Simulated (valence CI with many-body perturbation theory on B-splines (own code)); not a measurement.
Values are calculated unless marked as measured or tabulated.
Level structure of Se XX

Method: configuration interaction combined with many-body perturbation theory (CI+MBPT): five valence electrons over a frozen Dirac-Fock core [Ne], radial functions for each j: 11 s, 11 p, 10 d, 8 f, 5 g, 2 h, with the one-electron correlation potential Σ1 (screened to all orders), the two-electron term Σ2, the three-electron term Σ3, Breit, model QED; selected single and double excitations, second order for the rest, scaled by the run's own slope (own B-spline code, finite nucleus).

No measured spectrum was set against this ion. As an estimate, levels of excited configurations hold to 0.05 to 0.15 % of their energy, terms of the ground configuration to about 0.5 %. Among the levels kept, up to 3400 cm⁻¹ of a level comes from second order outside the variational space, and about a tenth of that is noise between levels of different J, which matters for small intervals.

Levels 46 to 90 of 171, with energies above the lowest level, 3s2 3p3 4S°_3/2. "Leading %" is the weight of the configuration and term that name the level; weights of strongly mixed levels are sums over their largest components and can fall short.

```csv
No.,Configuration,Term,J,E (cm⁻¹),Leading %,g,Second component
46,3s 3p3 3d,6D°,9/2,1045200,94,1.541,5 % 3s 3p3 3d 4F°
47,3p5,2P°,3/2,1052600,58,1.336,33 % 3s 3p3 3d 2P°
48,3s 3p3 3d,4F°,3/2,1110300,49,0.760,33 % 3s 3p3 3d 4D°
49,3s 3p3 3d,4D°,5/2,1110600,57,1.275,24 % 3s 3p3 3d 4F°
50,3p5,2P°,1/2,1111300,53,0.656,38 % 3s 3p3 3d 2P°
51,3s 3p3 3d,4D°,7/2,1123700,75,1.405,6 % 3s 3p3 3d 4F°
52,3s 3p3 3d,4D°,1/2,1131700,90,0.047,
53,3s 3p3 3d,4D°,3/2,1134500,52,0.875,37 % 3s 3p3 3d 4F°
54,3s 3p3 3d,4F°,5/2,1139500,59,1.127,29 % 3s 3p3 3d 4D°
55,3s 3p3 3d,4F°,7/2,1148700,69,1.252,8 % 3s 3p3 3d 4D°
56,3s 3p3 3d,4F°,9/2,1163700,77,1.318,10 % 3s 3p3 3d 4G°
57,3s 3p3 3d,2S°,1/2,1181200,69,2.090,12 % 3s2 3p 3d2 2S°
58,3s 3p3 3d,4G°,5/2,1183600,78,0.635,6 % 3s2 3p 3d2 4G°
59,3s 3p3 3d,4G°,7/2,1189800,73,1.035,16 % 3s 3p3 3d 4F°
60,3s 3p3 3d,4G°,9/2,1199300,72,1.209,22 % 3s 3p3 3d 4F°
61,3s 3p3 3d,4G°,11/2,1210800,94,1.271,5 % 3s2 3p 3d2 4G°
62,3s 3p3 3d,4D°,1/2,1218600,86,0.054,7 % 3s2 3p 3d2 4D°
63,3s 3p3 3d,2G°,7/2,1227100,70,0.950,11 % 3s 3p3 3d 2F°
64,3s 3p3 3d,4D°,3/2,1228300,54,1.243,14 % 3s 3p3 3d 4P°
65,3s 3p3 3d,2D°,5/2,1231100,28,1.294,22 % 3s 3p3 3d 4P°
66,3s 3p3 3d,2G°,9/2,1233800,76,1.140,10 % 3s 3p3 3d 4F°
67,3s 3p3 3d,4P°,3/2,1240800,45,1.593,23 % 3s 3p3 3d 4D°
68,3s 3p3 3d,4P°,1/2,1248300,72,2.521,13 % 3s 3p3 3d 2S°
69,3s 3p3 3d,4P°,5/2,1255800,56,1.384,14 % 3s 3p3 3d 2D°
70,3s 3p3 3d,2D°,3/2,1262000,43,0.943,10 % 3s 3p3 3d 4F°
71,3s 3p3 3d,4D°,5/2,1268200,60,1.344,14 % 3s 3p3 3d 4P°
72,3s 3p3 3d,4F°,7/2,1271700,41,1.231,22 % 3s 3p3 3d 4D°
73,3s 3p3 3d,4F°,5/2,1276200,65,1.025,7 % 3s 3p3 3d 2F°
74,3s 3p3 3d,4D°,7/2,1278500,62,1.327,18 % 3s 3p3 3d 4F°
75,3s 3p3 3d,4F°,3/2,1281000,54,0.946,22 % 3s 3p3 3d 4P°
76,3s 3p3 3d,4F°,9/2,1283200,57,1.263,20 % 3s 3p3 3d 2G°
77,3s 3p3 3d,4P°,3/2,1284600,45,1.245,27 % 3s 3p3 3d 4F°
78,3s 3p3 3d,4P°,5/2,1290600,46,1.292,21 % 3s 3p3 3d 2F°
79,3s 3p3 3d,2F°,7/2,1292300,57,1.178,8 % 3s 3p3 3d 4D°
80,3s 3p3 3d,4S°,3/2,1295700,42,1.808,29 % 3s 3p3 3d 4P°
81,3s 3p3 3d,4P°,1/2,1298100,41,1.389,23 % 3s 3p3 3d 2P°
82,3s 3p3 3d,2D°,5/2,1304000,43,1.191,16 % 3s 3p3 3d 2F°
83,3s 3p3 3d,4D°,5/2,1307100,43,1.291,10 % 3s 3p3 3d 2D°
84,3s 3p3 3d,4P°,1/2,1311300,47,1.395,25 % 3s 3p3 3d 4D°
85,3s 3p3 3d,4D°,3/2,1312600,42,1.045,26 % 3s 3p3 3d 2D°
86,3s 3p3 3d,4D°,7/2,1314000,61,1.352,15 % 3s 3p3 3d 2F°
87,3s 3p3 3d,2D°,3/2,1324600,51,0.962,22 % 3s 3p3 3d 4D°
88,3s 3p3 3d,2D°,5/2,1332400,24,1.307,18 % 3s 3p3 3d 4D°
89,3s 3p3 3d,2G°,7/2,1338100,59,1.005,9 % 3s 3p3 3d 2F°
90,3s 3p3 3d,2P°,3/2,1339000,55,1.359,15 % 3p5 2P°
```

Names give the largest LS component (configuration and term), which can be under half, so a name can repeat, a term be missing and a line seem to break the LS rules; names also repeat where a configuration has a term twice.

Where two levels of one J and parity lie close, their mixing, g and order are uncertain.
